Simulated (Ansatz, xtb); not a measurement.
**CH3ISn: which of two structures lies lower**

We compare X, `[CH3][Sn][I]`, a triplet, with Y, a singlet given by its coordinates. Both are isolated molecules in the gas phase, relaxed with PBE0-D3(BJ)/def2-SVP.

X (Å):

```yaml
atoms:
  - { symbol: C, position_ang: [0.8577, 1.0970, -0.1674] }
  - { symbol: I, position_ang: [-2.5385, 1.6522, 2.1694] }
  - { symbol: Sn, position_ang: [-1.3132, 1.5785, -0.2672] }
  - { symbol: H, position_ang: [1.2361, 1.0932, -1.1971] }
  - { symbol: H, position_ang: [0.9364, 0.1073, 0.2988] }
  - { symbol: H, position_ang: [1.3250, 1.8855, 0.4350] }
```

Y (Å):

```tsv
atom	x (Å)	y (Å)	z (Å)
C	-0.4816	0.1786	1.1006
I	-0.1037	1.4590	-0.6344
Sn	-0.3234	-1.5802	-0.2714
H	-1.4702	0.4762	1.4717
H	0.3135	0.4012	1.8227
H	1.4417	-1.6103	-0.0239
```

Close contacts (Å): C1–I2 2.19, C1–Sn3 2.24, I2–Sn3 3.07, C1–H4 1.10, C1–H5 1.10, Sn3–H6 1.78.

Problem. Estimate which is lower in electronic energy at CCSD(T)/def2-TZVP, and by roughly how much.

Solution. The CCSD(T)/def2-TZVP calculation puts structure X lower, by 5.3 kcal/mol.

Level by level:

| level | geometry | E(Y) − E(X) (kcal/mol) | departure from the last row (kcal/mol) | job, with rough time for the two |
| --- | --- | --- | --- | --- |
| PBE0-D3(BJ)/def2-SVP | PBE0-D3(BJ)/def2-SVP | +10.3 | +5.0 | optimisation, 50 s |
| HF/def2-TZVP | PBE0-D3(BJ)/def2-SVP | +25.8 | +20.5 | part of the CCSD(T) run |
| MP2/def2-TZVP | PBE0-D3(BJ)/def2-SVP | +4.1 | −1.2 | part of the CCSD(T) run |
| CCSD(T)/def2-TZVP | PBE0-D3(BJ)/def2-SVP | +5.3 |  | single point, 4.4 min |

The levels shown agree on the order. The largest departure from CCSD(T)/def2-TZVP is that of HF/def2-TZVP, 20.5 kcal/mol. At CCSD(T)/def2-TZVP a singlet with the links of X lies below this triplet. Levels run at GFN2-xTB geometries aren't shown.

With harmonic frequencies from PBE0-D3(BJ)/def2-SVP (ideal gas, rigid rotor, one conformer each, 298.15 K, 1 atm): on the last row, ΔE + ΔZPE = +3.0 kcal/mol. A mode under 50 cm⁻¹ makes harmonic enthalpies and free energies unreliable, so none is given.

Open shells are spin-unrestricted. The correlated steps freeze 9 core orbitals; the filled d shell of I and Sn is correlated, in a basis made for valence electrons. Atoms past krypton carry core potentials in the def2 sets and no spin–orbit term is included. ΔG holds the spin degeneracy. Run with Ansatz 0.2.0; the last row on 1 thread of Intel(R) Xeon(R) 6975P-C (Granite Rapids) on a shared host.
